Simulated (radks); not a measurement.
Effect of the nuclear size on the iridium ion Ir+, [Xe] 4f14 5d7 6s1. All-electron calculation, Dirac Kohn-Sham, LDA (Slater exchange, Perdew-Wang correlation), spin-unpolarised, spherical densities, finite nucleus; open shells fill j = l - 1/2 first; Fermi nuclear charge, rms radius 5.4032 fm. Program: a radial shooting solver on a logarithmic mesh with Libxc functionals. The rms radius is varied about that value; shifts are against it.

| rms radius (fm) | total energy shift (eV) | density at nucleus (e/bohr^3) | 1s1/2 shift (meV) | 2s1/2 shift (meV) | 5s1/2 shift (meV) | 5p1/2 shift (meV) | 6s1/2 shift (meV) | 6p1/2 (empty) shift (meV) | 7s1/2 (empty) shift (meV) |
|---|---|---|---|---|---|---|---|---|---|
| 4.6738 | -20.0 | 1.915e+06 | -8070 | -1170 | -12.3 | 0.178 | -1.24 | 0.127 | -0.146 |
| 5.1655 | -6.72 | 1.844e+06 | -2710 | -392 | -4.13 | 0.060 | -0.418 | 0.043 | -0.049 |
| 5.4032 | 0 | 1.813e+06 | 0.000 | 0.000 | 0.000 | 0.000 | 0.000 | 0.000 | 0.000 |
| 5.7868 | 11.2 | 1.767e+06 | 4530 | 656 | 6.91 | -0.099 | 0.699 | -0.071 | 0.082 |
| 6.1759 | 23.1 | 1.724e+06 | 9320 | 1350 | 14.2 | -0.204 | 1.44 | -0.146 | 0.168 |

Slopes of the eigenvalues against <r^2> in GHz/fm^2, as finite differences over the two radii next to the reference (eigenvalue slopes, not the field-shift constants of lines): 1s1/2 257000, 2s1/2 37300, 5s1/2 392, 5p1/2 -5.65, 6s1/2 39.7, 6p1/2 (empty) -4.04, 7s1/2 (empty) 4.64.
